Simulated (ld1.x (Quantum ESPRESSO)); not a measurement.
Before and after: TM potential for Si (Z = 14)

silicon, norm-conserving Troullier–Martins (Kleinman–Bylander form), made with ld1.x (Quantum ESPRESSO) 7.5 (LDA (PZ), scalar-relativistic). Core [Ne], reference 3s2 3p2. Waves: 3s (bound): rc 1.70 bohr; 3d channel at -0.1 Ry: rc 1.80 bohr; 3p (bound): rc 1.55 bohr. Local part: the p channel. Core correction: Bessel-smoothed model core inside 1.10 bohr.

All-electron outer shells of the reference configuration (LDA (PZ), scalar-relativistic, ld1.x):

```
shell  level (eV)  outermost node (bohr)  outermost maximum (bohr)
   2s     -138.73                   0.15                      0.45
   2p      -95.60                      –                      0.39
   3s      -10.88                   0.72                      1.77
   3p       -4.17                   0.72                      2.14
```

Change: core correction Bessel-smoothed model core inside 1.58 bohr.

Cutoffs: the cutoffs (Ry, on a coarse ladder) from which the occupation-weighted sum of valence levels, in a spherical-Bessel basis at the reference potential, stays within 10 and 1 mRy of its value at 400 Ry; they do not see the model core or the augmentation charge, which bear on the density cutoff. Errors are all-electron minus pseudo energies relative to the spin-unpolarised reference configuration.

Question: What does the change do?

Answer: The potential gets neither clearly harder nor softer (30 Ry and 45 Ry → 30 Ry and 45 Ry); of the 9 tests that both files solve, the error grows in 7 and shrinks in 0 by more than 15 % and 0.3 meV (median size 2.7 → 5.6 meV); neither file shows a bound ghost. A wider model core is smoother and lowers the density cutoff, which this test does not measure.

```csv
quantity,base,changed
"cutoff, loose",30 Ry,30 Ry
"cutoff, tight",45 Ry,45 Ry
bound ghosts,none,none
"error for 3s2 3p1, meV [ΔE 7.83 eV]",+2.1,+2.2
"error for 3s2 3p0, meV [ΔE 23.94 eV]",+12,+14
"error for 3s1 3p0, meV [ΔE 58.09 eV]",+38,+55
"error for 3s2 3p2.3, meV [ΔE -0.96 eV]",+0.1,+0.1
"error for 3s1 3p3, meV [ΔE 6.81 eV]",+0.5,+1.1
"error for 3s1 3p2, meV [ΔE 15.24 eV]",+5.6,+6.8
"error for 3s0 3p4, meV [ΔE 13.78 eV]",+3.3,+5.6
"error for 3s2 3p2 (spin-polarised), meV [ΔE -0.61 eV]",+2.3,+7.1
"error for 3s2 3p1 (spin-polarised), meV [ΔE 7.62 eV]",+2.7,+4.9
s: phases at 1.95 bohr within 0.05 rad from the reference energy up to (Ry; the scan ends near 5),5.0,5.0
p: phases at 1.95 bohr within 0.05 rad from the reference energy up to (Ry; the scan ends near 5),3.9,3.9
d: phases at 1.95 bohr within 0.05 rad from the reference energy up to (Ry; the scan ends near 5),to the end of the scan,to the end of the scan
```
